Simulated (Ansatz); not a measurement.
`O[Si](F)([SiH3])Cl` → F• + `O[Si]([SiH3])Cl`• at 700 K and 1 bar (homolysis of the F–Si bond).

Computed with Ansatz on PBE0-D4/def2-TZVP structures; ΔE is electronic, products minus reactants. CCSD(T)/CBS adds triple-zeta CCSD(T) − MP2 to the extrapolated MP2 energy (def2 sets, frozen cores). This one scheme is used for every species, atoms too. No spin–orbit coupling; open shells (•) take unrestricted orbitals. Spin–orbit coupling would lower the free atoms: a little for F. Each species was taken in one conformer, which may not be the lowest.

```json
{"species": "`O[Si](F)([SiH3])Cl`", "CCSD(T)/CBS energy (Eh)": "-1215.48049", "H − E (kJ/mol)": "198.8", "S (J/(mol·K))": "494.1"}
{"species": "F•", "CCSD(T)/CBS energy (Eh)": "-99.66871", "H − E (kJ/mol)": "14.6", "S (J/(mol·K))": "178.2"}
{"species": "`O[Si]([SiH3])Cl`•", "CCSD(T)/CBS energy (Eh)": "-1115.55818", "H − E (kJ/mol)": "178.8", "S (J/(mol·K))": "465.4"}
```

H − E and S are ideal-gas, rigid-rotor, harmonic terms from PBE0-D4/def2-TZVP, for one conformer and one mirror image of each species, with the whole ground term of open shells counted as degenerate. 1 Eh = 2625.50 kJ/mol, R = 8.31446 J/(mol·K).

Question: By hand: ΔE, ΔH, ΔS and ΔG.

Answer: ΔE = (-99.66871) + (-1115.55818) − (-1215.48049) = 0.25360 Eh = 665.8 kJ/mol. Δ(H − E) = 14.6 + 178.8 − 198.8 = -5.4, so ΔH = 660.4 kJ/mol. ΔS = 178.2 + 465.4 − 494.1 = 149.5 J/(mol·K). ΔG = 660.4 − 700 × (149.5)/1000 = 555.8 kJ/mol.

Question: By hand: the equilibrium constant, and the temperature at which ΔG would vanish if ΔH and ΔS stayed fixed.

Answer: log₁₀ K = −ΔG/(RT ln 10) = -41.5. ΔG = 0 at ΔH/ΔS = 4417 K, far beyond where these terms or the molecules hold.

The number of gas molecules changes by +1, which sets the sign of ΔS. A doubt of 5 kJ/mol in ΔE shifts log₁₀ K by 0.4 here. Other conformers and mirror images would add mixing entropy, several J/(mol·K) or more a flexible species. These are equilibria of isolated gas molecules and say nothing of rates. Largest T1 diagnostic: 0.015 (customary marks: 0.02 for closed shells, 0.045 for open ones).
